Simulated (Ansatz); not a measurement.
Relaxation of CH$_{6}$Ge (8 atoms, charge 0, multiplicity 1), to a largest force component of 0.03 eV/Å in at most 50 steps.

Level of theory: RKS BHLYP-D4/def2-SVP (Ansatz).

```xyz
8
Properties=species:S:1:pos:R:3:forces:R:3
Ge 0.133 -0.006 0.222 0.60 -0.07 0.62
H 0.257 -0.253 1.725 -1.26 -0.11 0.39
C 2.075 0.029 0.244 0.72 0.17 -0.95
H 2.404 -0.944 0.623 -0.03 0.08 -0.04
H 2.599 0.229 -0.696 -0.02 -0.02 0.06
H 2.368 0.791 0.973 -0.02 -0.05 -0.07
H -0.548 1.319 -0.119 0.00 -0.01 -0.01
H -0.498 -1.164 -0.549 0.00 0.01 0.01
```

Where does it end, and by what steps?

It converged. After 5 steps the energy has fallen by 0.403 eV; H2 moved furthest, 0.52 Å.

```json
{"step": "0", "energy less start (eV)": "0.0000", "largest force component (eV/Å)": "1.257", "accepted": "yes"}
{"step": "1", "energy less start (eV)": "-0.2511", "largest force component (eV/Å)": "0.553", "accepted": "yes"}
{"step": "2", "energy less start (eV)": "-0.3560", "largest force component (eV/Å)": "0.377", "accepted": "yes"}
{"step": "3", "energy less start (eV)": "-0.4002", "largest force component (eV/Å)": "0.233", "accepted": "yes"}
{"step": "4", "energy less start (eV)": "-0.4022", "largest force component (eV/Å)": "0.104", "accepted": "yes"}
{"step": "5", "energy less start (eV)": "-0.4026", "largest force component (eV/Å)": "0.006", "accepted": "yes"}
```

```xyz
8
Properties=species:S:1:pos:R:3
Ge 0.182 -0.027 0.360
H -0.256 -0.295 1.805
C 2.130 0.030 0.239
H 2.560 -0.922 0.558
H 2.443 0.224 -0.789
H 2.528 0.822 0.878
H -0.421 1.309 -0.094
H -0.376 -1.142 -0.534
```

Whether the end is a true minimum wasn't checked by a vibrational analysis.

The run took 17 s on 1 thread of Arm Neoverse V1, on a shared host, peak memory 0.14 GiB.
